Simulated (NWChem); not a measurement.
# C₅H₅ cation

```xyz
10

C     -1.1652    -0.0017     0.0000
C     -0.3546     1.2067     0.0000
C      0.9412     0.7919     0.0000
C      0.9431    -0.7891     0.0000
C     -0.3518    -1.2076     0.0000
H     -2.2712    -0.0029     0.0000
H     -0.7410     2.2335     0.0000
H      1.8542     1.4068     0.0000
H      1.8574    -1.4022     0.0000
H     -0.7347    -2.2356     0.0000
```
Atoms are numbered in this order, from 1.

Results from NWChem. Pople sets run with spherical d functions. Structure relaxed at the PBE-D3(BJ)/def2-SVP level. Level: PBE0/6-31G* with SMD (1 M gas to 1 M solution), gas-phase geometry. Reactions with the solvent are ignored.

```
solvent          dielectric constant  solvation free energy (kcal/mol)  cavity-dispersion-structure term (kcal/mol)
---------------  -------------------  --------------------------------  -------------------------------------------
water                           78.4                             -59.0                                          2.8
ethanol                         24.9                               ___                                         -0.5
1,4-dioxane                     2.21                             -35.1                                         -0.8
1-propanol                      20.5                             -60.1                                         -0.5
n-hexane                        1.88                             -32.3                                         -3.0
dichloromethane                 8.93                             -58.1                                         -2.5
```

Problem. Complete the blanks.

Solution. 
- ethanol, solvation free energy (kcal/mol): -60.6
